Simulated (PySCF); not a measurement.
An excited-state job on `O=S1(=O)CC(OC)C1`.

Method: TDDFT B3LYP/def2-SVPD, vertical, gas phase, core orbitals frozen in the response (PySCF 2.14.0, density-fitted response routines). Geometry: PBE0-D3(BJ)/def2-SVP. A driver script takes a list of jobs; this job's settings line and coordinates (Å) are shown.

Command:
```bash
OMP_NUM_THREADS=1 python probes_run.py task.json out
```

Input:
```
{"job": {"kind": "uv", "xc": "B3LYP", "basis": "def2-SVPD", "dynamic": true, "nstates": 6, "ntriplets": 0}, "charge": 0, "multiplicity": 1}
C      2.237977     0.756933    -0.441354
O      1.316984    -0.284701    -0.590583
C      0.263236    -0.230885     0.308762
C     -0.811324     0.851575     0.000022
S     -2.098380    -0.412502     0.174296
O     -2.657093    -0.363676     1.519943
O     -2.944033    -0.559973    -1.000221
C     -0.630644    -1.473380     0.156961
H      2.691217     0.760801     0.568383
H      1.776824     1.748208    -0.616108
H      3.032208     0.607932    -1.184539
H      0.628539    -0.121362     1.347549
H     -0.758589     1.195794    -1.042070
H     -0.931211     1.685482     0.702655
H     -0.502353    -1.934237    -0.831598
H     -0.616634    -2.218207     0.961620
```

**Question.** What does the run print?

**Answer.** 
```
coarse grid: 14192 points
cycle   1  E = -780.2257259031  dE =  1.733e+00  |g| = 1.232e+00  |ddm| = 5.975e+00
cycle   2  E = -779.1916661426  dE =  1.034e+00  |g| = 2.613e+00  |ddm| = 4.347e+00
cycle   3  E = -780.5023368658  dE = -1.311e+00  |g| = 2.584e-01  |ddm| = 3.197e+00
cycle   4  E = -780.5157000449  dE = -1.336e-02  |g| = 1.227e-01  |ddm| = 5.195e-01
cycle   5  E = -780.5188072190  dE = -3.107e-03  |g| = 3.673e-02  |ddm| = 1.706e-01
cycle   6  E = -780.5190603713  dE = -2.532e-04  |g| = 9.959e-03  |ddm| = 4.752e-02
cycle   7  E = -780.5190751314  dE = -1.476e-05  |g| = 4.943e-03  |ddm| = 1.399e-02
cycle   8  E = -780.5190798628  dE = -4.731e-06  |g| = 8.667e-04  |ddm| = 5.505e-03
final grid: 133184 points
cycle   9  E = -780.6390870274  dE = -3.989e-05  |g| = 6.450e-03  |ddm| = 1.344e-01
cycle  10  E = -780.6390698747  dE =  1.715e-05  |g| = 1.108e-02  |ddm| = 2.087e-02
cycle  11  E = -780.6390959315  dE = -2.606e-05  |g| = 1.680e-03  |ddm| = 1.315e-02
cycle  12  E = -780.6390964765  dE = -5.451e-07  |g| = 2.435e-04  |ddm| = 2.003e-03
cycle  13  E = -780.6390964821  dE = -5.570e-09  |g| = 1.871e-04  |ddm| = 5.123e-04
cycle  14  E = -780.6390964884  dE = -6.336e-09  |g| = 5.174e-05  |ddm| = 2.105e-04
cycle  15  E = -780.6390964889  dE = -4.814e-10  |g| = 1.837e-05  |ddm| = 7.899e-05
converged SCF energy = -780.6390964889

Static polarisability (au): isotropic 78.295, principal 70.508 71.183 93.195

Singlet excitations
state   eV       nm        f      main configurations
  1   6.8602    180.7   0.01648   H->L 0.92
  2   7.2403    171.2   0.00672   H-1->L 0.68, H->L+1 0.15
  3   7.3160    169.5   0.02995   H->L+1 0.68, H-1->L 0.15
  4   7.4538    166.3   0.01075   H->L+2 0.74
  5   7.6197    162.7   0.02805   H->L+3 0.36, H->L+4 0.20, H-1->L+1 0.19
  6   7.6685    161.7   0.00250   H-2->L 0.82
```

The SCF starts on a coarse grid where the log names one; the energy can jump when the final grid takes over, and dE then counts from the start density on the new grid. H and L stand for HOMO and LUMO; the number after each pair is its weight.

**Question.** How does the lowest singlet excitation compare with the HOMO–LUMO gap?

**Answer.** HOMO -7.98 eV and LUMO -0.17 eV give a gap of 7.81 eV; S1 at 6.86 eV lies 0.95 eV below it.

Summary of the converged run: HOMO -7.98 eV, LUMO -0.17 eV; lowest singlet 6.86 eV; mean polarisability 78.3 au.

**Question.** How long does this job take on an Intel Xeon at 2.70 GHz with one thread, on a shared host? And the peak memory of the process?

**Answer.** About 83 s, with 0.99 GiB resident at the peak, the Python interpreter and its libraries included.

One conformer stands for the species.
Labels such as C1 count atoms from 1, the log's own numbers from 0.
